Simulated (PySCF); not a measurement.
Some computed properties have been withheld. Give your best values.

Compound: trifluoroacetamide, C2H2F3NO.
Bonds: N1–C2, C2–O3 (double), C2–C4, C4–F5, C4–F6, C4–F7. Hydrogens: H8, H9 on N1.

Conformer (atom-mapped SMILES and torsion angles): `[NH2:1][C:2](=[O:3])[C:4]([F:5])([F:6])[F:7]`: N1–C2–C4–F5 -172°, H–N1–C2–O3 0°, H–N1–C2–O3 -179°.

| property | level | value |
| --- | --- | --- |
| rotational constants A, B, C of the GFN2-xTB geometry | GFN2-xTB | ? |
| dipole moment | CAM-B3LYP/def2-SVPD | 3.94 D |
| HOMO energy | CAM-B3LYP/def2-SVPD | ? |
| LUMO energy | CAM-B3LYP/def2-SVPD | 0.45 eV |
| lowest singlet excitation | TDDFT CAM-B3LYP/def2-SVPD | 5.61 eV (221 nm, f = 0.000) |
| strongest line among the 8 lowest singlet transitions | TDDFT CAM-B3LYP/def2-SVPD | S2 at 7.51 eV (165 nm, f = 0.153) |
| lowest triplet excitation (Tamm–Dancoff) | TDA CAM-B3LYP/def2-SVPD | 5.09 eV |
| static isotropic polarisability | CAM-B3LYP/def2-SVPD | 39.5 au |
| electronic spatial extent ⟨r²⟩ about the centre of nuclear charge | CAM-B3LYP/def2-SVPD | 615 bohr² |
| 13C chemical shifts (computed TMS as zero) by class | GIAO PBE0/pcSseg-1 | ? |
| 1H chemical shifts (computed TMS as zero) by class | GIAO PBE0/pcSseg-1 | 5.08 (H8/H9) ppm |
| isotropic shieldings of nuclei other than C and H, by class | GIAO PBE0/pcSseg-1 | 157 (N1), -74 (O3), 261 (F5/F6/F7) ppm |
| largest of the computed one-bond spin–spin couplings (means over like bonds) | B3LYP/pcJ-1 | ? |
| core binding energies | ΔSCF SCAN, pcX-2 on the ionised atom, pcseg-1 elsewhere, spin-free X2C | C1s 295.2 (C2), C1s 298.7 (C4), N1s 407.2 (N1), O1s 538.3 (O3), F1s 694.5 (F5/F6/F7) eV |

The electronic properties come from PySCF, for the isolated species, density fitting. NMR classes are plain means over equivalent atoms (diastereotopic ones count apart unless rotation or inversion swaps them), as if these changed places fast; in this geometry the members of some classes differ.

(1) Give the rotational constants A, B, C of the GFN2-xTB geometry.

(2) The 13C chemical shifts (computed TMS as zero) by class?

(3) What is the HOMO energy?

(4) What are the largest of the computed one-bond spin–spin couplings (means over like bonds)?

## Answers

(1) 3.820, 2.481, 2.037 GHz.

(2) 159.3 (C2), 125.9 (C4) ppm.

(3) -10.12 eV.

(4) 19F–13C -366.7 (F5–C4 and 2 like it), 15N–1H -97.8 (N1–H8 and 1 like it), 13C–13C +92.4 (C2–C4), 17O–13C +25.8 (O3–C2), 15N–13C -22.4 (N1–C2) Hz.

No computed singlet falls in the visible range (750 to 380 nm, 1.65 to 3.26 eV); S1 lies 2.35 eV above its blue end. The dipole matches unit charges of opposite sign 0.82 Å apart (1 e·Å = 4.8032 D). The polarisability is 5.85 Å³ as a volume (1 au = 0.148185 Å³), or 0.70 au for each of the 56 electrons. In wavenumbers S1 is 45300 cm⁻¹ (1 eV = 8065.54 cm⁻¹). With B = h/(8π²I), that is 505.379 GHz u Å² over I, the principal moments of inertia are 132.3, 203.7 and 248.1 u Å² (most abundant isotopes). The vertical singlet–triplet gap S1 − T1 is 0.52 eV (TDDFT singlet less Tamm–Dancoff triplet; S1: HOMO→LUMO, weight 0.98; T1: HOMO→LUMO, weight 0.97).

For the spin–spin coupling job (B3LYP/pcJ-1), the run took 31 s of wall time on x86-64 server, one thread, no GPU (shared host).
